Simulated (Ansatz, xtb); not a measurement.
## Relative energy of two isomers of CH6FGeNO

We compare X, `C[NH][Ge@H]([OH])[F]`, a singlet, with Y, `C[O][Ge@H]([NH2])[F]`, a singlet. Both are isolated molecules in the gas phase, relaxed with PBE0-D3(BJ)/def2-SVP; the shapes shown needn't be the lowest conformers.

X (Å):

```yaml
atoms:
  - { symbol: C, position_ang: [-2.8153, 1.1103, 0.4100] }
  - { symbol: F, position_ang: [1.3435, 1.1581, 0.3030] }
  - { symbol: Ge, position_ang: [-0.1327, 0.7839, -0.5371] }
  - { symbol: N, position_ang: [-1.4019, 1.3026, 0.6366] }
  - { symbol: O, position_ang: [-0.2821, -0.9508, -0.7992] }
  - { symbol: H, position_ang: [-3.3062, 1.9282, -0.1523] }
  - { symbol: H, position_ang: [-3.3556, 0.9926, 1.3644] }
  - { symbol: H, position_ang: [-2.9754, 0.1805, -0.1582] }
  - { symbol: H, position_ang: [-1.1642, 2.0957, 1.2224] }
  - { symbol: H, position_ang: [-0.0320, 1.4023, -1.9322] }
  - { symbol: H, position_ang: [-0.4130, -1.4239, 0.0311] }
```

Y (Å):

```xyz
11

C    -1.3246    1.9861   -1.2990
F    -0.1656    0.8410    2.4173
Ge   -0.6722    0.3608    0.8270
N    -2.2667   -0.4859    0.8301
O    -0.8754    1.9151    0.0283
H    -0.5692    1.6165   -2.0184
H    -2.2567    1.4147   -1.4615
H    -1.5243    3.0419   -1.5393
H     0.4283   -0.5246    0.2363
H    -2.2689   -1.4525    1.1414
H    -3.0329    0.0203    1.2654
```

Question: Estimate E(Y) − E(X) at the level CCSD(T)/def2-SVP + ΔMP2/def2-TZVPP.

Answer: Calculated at CCSD(T)/def2-SVP + ΔMP2/def2-TZVPP: E(Y) − E(X) = +4.1 kcal/mol, so structure X lies lower.

Level by level:

| level | geometry | E(Y) − E(X) (kcal/mol) | departure from the last row (kcal/mol) | job, with rough time for the two |
| --- | --- | --- | --- | --- |
| GFN2-xTB | GFN2-xTB | +8.3 | +4.2 | optimisation, 0.97 s |
| HF/STO-3G | GFN2-xTB | −4.4 | −8.5 | single point, 2.7 s |
| r2SCAN-D4/def2-SVP | GFN2-xTB | +3.1 | −0.9 | single point, 12 s |
| PBE0-D3(BJ)/def2-SVP | PBE0-D3(BJ)/def2-SVP | +4.4 | +0.3 | optimisation, 4.3 min |
| HF/def2-SVP | PBE0-D3(BJ)/def2-SVP | +3.1 | −1.0 | part of the CCSD(T) run |
| MP2/def2-SVP | PBE0-D3(BJ)/def2-SVP | +4.9 | +0.9 | part of the CCSD(T) run |
| CCSD(T)/def2-SVP | PBE0-D3(BJ)/def2-SVP | +4.2 | +0.1 | single point |
| CCSD(T)/def2-SVP + ΔMP2/def2-TZVPP | PBE0-D3(BJ)/def2-SVP | +4.1 |  | single point, 2.9 min |

As drawn, Y has 1 C–O, 1 N–H in place of 1 C–N, 1 O–H.

HF/STO-3G puts the two in the other order. The largest departure from CCSD(T)/def2-SVP + ΔMP2/def2-TZVPP is that of HF/STO-3G, 8.5 kcal/mol. The last row adds to CCSD(T) the change of the MP2 difference between the two basis sets, here −0.1 kcal/mol.

With harmonic frequencies from PBE0-D3(BJ)/def2-SVP (ideal gas, rigid rotor, one conformer each, 298.15 K, 1 atm): on the last row, ΔE + ΔZPE = +3.9 kcal/mol. A mode under 50 cm⁻¹ makes harmonic enthalpies and free energies unreliable, so none is given.

The correlated steps freeze 13 core orbitals; the filled d shell of Ge is correlated, in a basis made for valence electrons. Codes used: Ansatz 0.2.0, xtb 6.7.1; the last row on 2 threads of AMD EPYC (Zen 3) on a shared host.
